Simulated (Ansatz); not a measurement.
Compare A (`CB(F)BC=N`) with its isomer B (`BN=CBCF`).

Computed with Ansatz on PBE0-D4/def2-TZVP structures; ΔE is electronic, products minus reactants. CBS: MP2 limit from def2 TZ/QZ plus the TZ coupled-cluster correction, frozen cores. Functionals use def2-TZVPP. One conformer a species, not always the lowest.

Question: Which isomer does CCSD(T)/CBS put lower? Give the gap. (Best estimate.)

Answer: Ansatz gave: A, by 24.2 kcal/mol.

Question: Give E(B) − E(A) in kcal/mol with CCSD/def2-TZVPP, r2SCAN-D4, PBE0-D4, ωB97M-V, MP2/def2-TZVPP, B2PLYP, PBE-D4. (An estimate is asked.)

Answer: The calculation gave: CCSD/def2-TZVPP 24.7, r2SCAN-D4 21.1, PBE0-D4 21.5, ωB97M-V 22.0, MP2/def2-TZVPP 24.8, B2PLYP 21.7, PBE-D4 19.4. None reverses the order clearly.

Largest T1 diagnostic: 0.015.

From PBE to PBE0 (25 % exact exchange), in def2-TZVPP and without D4, E(B) − E(A) moves by +2.2 kcal/mol.
